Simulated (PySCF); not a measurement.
Compound: InCl2(OH).
Structure used (PBE0-D3(BJ)/def2-SVP), in Å, numbered top down from 1:
```
atom  x, y, z in Å
In1    0.304    0.313   -0.071
Cl2    2.552    0.779   -0.395
Cl3   -1.278    2.022   -0.078
O4    -0.310   -1.545    0.214
H5    -1.269   -1.569    0.329
```

Method used: TDDFT wB97X-D/def2-SVPD, vertical, gas phase, core orbitals frozen in the response, def2 core potentials past Kr in PySCF 2.14.0, density-fitted response routines. Spin–orbit coupling is left out.

Transition dipole moments from the ground state, in atomic units and in the frame of the coordinates above (overall signs are arbitrary), for the states with f of 0.002 or more among the lowest 10:

```json
{"state": "S2", "E (hartree)": "0.1999", "μx": "-0.425", "μy": "0.051", "μz": "0.045"}
{"state": "S4", "E (hartree)": "0.2026", "μx": "0.090", "μy": "0.701", "μz": "-0.090"}
{"state": "S5", "E (hartree)": "0.2199", "μx": "-0.071", "μy": "-0.069", "μz": "-0.601"}
{"state": "S6", "E (hartree)": "0.2319", "μx": "0.324", "μy": "-0.484", "μz": "0.017"}
{"state": "S9", "E (hartree)": "0.2519", "μx": "0.396", "μy": "-0.155", "μz": "-0.030"}
{"state": "S10", "E (hartree)": "0.2697", "μx": "0.235", "μy": "-1.006", "μz": "0.086"}
```

(1) What oscillator strength does each state have?

(2) The point group is Cs. Which irreducible representation does each state belong to?

(3) What angle do the transition dipoles of S2 and S4 make?

(4) How is the summed strength of these states shared among x, y and z?

(5) What peak molar absorption coefficient would the strongest computed level give as a lone Gaussian band 0.3 eV wide at half height?

## Answers

(1) f = (2/3) ΔE |μ|² with ΔE in hartree (27.2114 eV).

```csv
state,|μ|² (au),|μ| (D),f
S2,0.185,1.09,0.025
S4,0.508,1.81,0.069
S5,0.371,1.55,0.054
S6,0.339,1.48,0.052
S9,0.182,1.08,0.031
S10,1.075,2.64,0.193
```

(2) From a totally symmetric ground state, an allowed state transforms like the component of the dipole operator along its μ. Polarised normal to the mirror plane, so A″: S5. Polarised in the mirror plane, so A′: S2, S4, S6, S9 and S10.

(3) |cos θ| = |μa·μb| / (|μa| |μb|) = 0.02, so θ ≈ 89° (taken between 0 and 90°, since the signs are arbitrary).

(4) (2/3) Σ ΔE μα² gives 0.078 for x, 0.290 for y and 0.056 for z, 0.424 in all.

(5) ε(max) = 2.175×10⁸ f / FWHM, with the width in cm⁻¹. S10: 2.175×10⁸ × 0.1934 / 2420 ≈ 17000 L mol⁻¹ cm⁻¹.

The vertical ionisation energy (ΔSCF) is 11.72 eV, 4.38 eV above S10.

One conformer stands for the species.
